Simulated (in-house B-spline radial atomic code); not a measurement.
Results of a calculation; reference values are marked as such.
## Correlation energy from the adiabatic connection: −V exp(−r²/w²), V = 3.47, w = 10.3

Two electrons in a singlet, external potential −V exp(−r²/w²), V = 3.47, w = 10.3 (atomic units). Full CI in B-splines (partial waves to l = 8, correlation up to 0.6 % small) with the density held fixed gives W(λ) = <V_ee>_λ − U, and E_c is the integral of W(λ) − W(0) from 0 to 1.

```json
{"λ": "0", "W(λ) − W(0) (hartree)": "0.00000"}
{"λ": "0.02", "W(λ) − W(0) (hartree)": "-0.00200"}
{"λ": "0.05", "W(λ) − W(0) (hartree)": "-0.00491"}
{"λ": "0.12", "W(λ) − W(0) (hartree)": "-0.01124"}
{"λ": "0.25", "W(λ) − W(0) (hartree)": "-0.02155"}
{"λ": "0.4", "W(λ) − W(0) (hartree)": "-0.03151"}
{"λ": "0.6", "W(λ) − W(0) (hartree)": "-0.04229"}
{"λ": "0.8", "W(λ) − W(0) (hartree)": "-0.05094"}
{"λ": "1", "W(λ) − W(0) (hartree)": "-0.05801"}
```

Q: Integrate the table by the trapezoid rule.

A: The strips give -0.00002, -0.00010, -0.00057, -0.00213, -0.00398, -0.00738, -0.00932, -0.01089, which sum to -0.03440 hartree. The direct value, W(1) − W(0) + T_c with T_c = 0.02347, is -0.03454; the curve is convex, so chords lie above it and the trapezoids fall short in size by 0.41 %.

Q: Now use only three numbers: W(0) = -0.34675, the initial slope W'(0) = -0.1015 (extrapolated from the first points) and the strong-coupling limit of the point-charge-plus-continuum model, W∞ = -0.47276. What do second-order theory and the interpolation W(λ) = W∞ + (W(0) − W∞)/√(1 + 2χλ) of Seidl, Perdew and Levy give?

A: Second order keeps the slope alone: E_c = W'(0)/2 = -0.05075, +47 % in size against -0.03454. Matching the slope fixes χ = W'(0)/(W∞ − W(0)) = -0.1015/(-0.12601) = 0.80549. Integrating, with s = √(1 + 2χ) = 1.615854, E_c = −(W(0) − W∞)(s − 1)/(s + 1) = −0.12601 × 0.615854/2.615854 = -0.02967 hartree, -14.1 % in size against the full result. At λ = 1 the formula gives W − W(0) = -0.04803 against -0.05801. Part of the miss can come from the model's W∞.
